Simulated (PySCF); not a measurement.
Excitation energy of Ne⁺ by level of theory

Ne⁺ [He] 2s2 2p5 (2P) → Ne⁺ [He] 2s1 2p5 3s1 (4P), as a difference of total energies. Computed with PySCF 2.14 in aug-cc-pVQZ-DK (6s5p4d3f2g, 80 functions), with the spin-free X2C one-electron Hamiltonian (Gaussian nucleus). Correlated levels: valence: 1s2 frozen. The calculations carry no spin-orbit coupling.

```json
{"method": "UHF", "excitation energy (eV)": "52.563"}
{"method": "MP2 (valence)", "excitation energy (eV)": "52.460"}
{"method": "SCS-MP2 (valence)", "excitation energy (eV)": "52.358"}
{"method": "CCSD (valence)", "excitation energy (eV)": "52.961"}
{"method": "CCSD(T) (valence)", "excitation energy (eV)": "52.867"}
```

Question: How much does correlation contribute at CCSD(T) (valence)?

Answer: 52.867 − (52.563) = 0.304 eV, measured against UHF.

The upper state lies above the first ionisation limit, where it may autoionise and the basis confines it. A Rydberg-like electron needs more diffuse functions than a valence basis has.

The promoted electron is Rydberg-like, and one or two diffuse shells describe it only roughly, which tends to raise the upper state.
